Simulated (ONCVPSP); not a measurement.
**germanium, ONCV: configuration errors across variants**

* Element: Ge (Z = 32)
* Generator: ONCVPSP 4.0.1
* Type: optimised norm-conserving Vanderbilt (ONCV)
* Functional: PBE
* Relativity: scalar-relativistic
* Frozen core: [Ar]
* Valence charge: 14
* Reference configuration: 3d10 4s2 4p2
* Partial waves: 4s: rc 1.45 bohr, ncon 4, nbas 8, qcut 4.1 1/bohr, 2 projectors, debl 0.7 Ha; 4p: rc 2.10 bohr, ncon 3, nbas 7, qcut 4.7 1/bohr, 2 projectors, debl 1.7 Ha; 3d: rc 1.20 bohr, ncon 3, nbas 8, qcut 15 1/bohr, 3 projectors, debl 3 Ha; f scattering state at 0.14 Ha: rc 1.65 bohr, ncon 3, nbas 6, qcut 7.3 1/bohr, 2 projectors, debl 1.1 Ha
* Local potential: polynomial inside 1.10 bohr (lpopt 4, dvloc0 4 Ha)
* Core correction: polynomial model core, fcfact 0.6

All-electron excitation energies from the reference (eV): (1) 3d10 4s2 4p1 7.444; (2) 3d10 4s2 4p0 22.884; (3) 3d10 4s1 4p0 57.675; (4) 3d10 4s1 4p2 16.161.

1 further variants failed, have other tests or another functional or relativity, and are left out.

A true bound ghost makes a file unfit for plane-wave use even where its test errors are small: the radial tests pick states by their node count and pass the ghost by.

Errors AE − PS in meV (a dash: test not solved or not reliable):

| change | (1) | (2) | (3) | (4) | bound ghosts | GHOST(+) flags above zero |
| --- | --- | --- | --- | --- | --- | --- |
| base | -1.4 | -8.9 | -36 | -2.9 | none | s |
| s: qcut 4.5; p: qcut 5.2; d: qcut 16.6; f: qcut 8.1 | -1.4 | -8.0 | -33 | -3.7 | s | none |
| f: qcut 4.4 | -1.4 | -8.9 | -36 | -2.9 | none | s |
| all radii but the core radius scaled by about 1.24 (s 1.80, p 2.60, d 1.48, f 2.04 bohr); local potential polynomial inside 1.36 bohr (lpopt 4, dvloc0 4 Ha) | -2.8 | -20 | -67 | +0.4 | none | none |
| core correction none | -1.0 | -2.5 | +26 | +2.0 | none | s |
| local potential polynomial inside 1.10 bohr (lpopt 4, dvloc0 -2 Ha) | -1.4 | -8.8 | -36 | -2.8 | none | s |
| p: nbas 8 | -1.3 | -9.0 | -36 | -2.7 | none | s |
| core correction polynomial model core, fcfact 0.8 | -1.4 | -8.9 | -36 | -2.9 | none | s |

**Question.** Give the same row for: s: nproj 3.

**Answer.** -1.4, -9.0, -36, -2.9; bound ghosts: s; GHOST(+) flags above zero: s.
